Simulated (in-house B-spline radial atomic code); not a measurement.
## RPA and G0W0 on PBE: Ar3+

Configuration [Ne] 3s2 3p3, highest spin, mean-field start PBE. Computed with a B-spline radial code for spherical atoms: all electrons, non-relativistic, point nucleus, each spin shell either full or empty, empty states to l = 9 with an (l + 1/2)⁻⁴ tail; G0W0 by contour deformation at full frequency.

Command:
```bash
python run_gw.py task.json out
```
Settings (radii: box in bohr, nucleus in fm):
```
Z                        18
electrons                15
configuration            [Ne] 3s2 3p3
hamiltonian              nr
method                   pbe,pbe
lmax                     9
spin_polarised           True
box_radius               14.14
intervals                49
```

Cost of the run: 2.1 s on 1 thread of Arm Neoverse N1, with other jobs on the host.

Energies (hartree):

| term | value |
| --- | --- |
| mean-field total | -524.25867 |
| Hartree-Fock functional on these orbitals | -523.85697 |
| direct second order | -1.059 |
| second-order exchange | 0.38686 |
| SOSEX correction | 0.34711 |

Q: What is the RPA correlation energy, and what remains with SOSEX?

A: RPA gives -0.91849 hartree (-1.67 eV per electron); RPA + SOSEX gives -0.57139, and the second-order doubles -0.67211 hartree (no singles). SOSEX takes back 38 % of the RPA value.

Quasi-particle levels (eV):

```json
{"level": "3p up", "occupied": "yes", "mean field": "-51.61", "Σx - vxc": "-7.49", "Σc": "?", "QP weight": "?", "G0W0": "?"}
{"level": "3s down", "occupied": "yes", "mean field": "-62.32", "Σx - vxc": "-5.03", "Σc": "-2.44", "QP weight": "0.935", "G0W0": "-69.80"}
{"level": "3p down", "occupied": "no", "mean field": "-47.08", "Σx - vxc": "9.14", "Σc": "-3.32", "QP weight": "0.930", "G0W0": "-41.25"}
```

G0W0 = mean field + (Σx - vxc) + Σc, with Σc (partial-wave tail included) taken at the quasi-particle energy. Only the outer levels were computed. Levels of low weight are left out.

Q: Where does G0W0 put 3p up?

A: At -59.10 eV, with Σc = 0.00 eV and a quasi-particle weight of 0.928. The tabulated removal energy is 59.58 ± 0.18 eV (NIST, semi-empirical); the calculation leaves out relativity, Breit and QED terms, and what these don't explain is the method's own error.
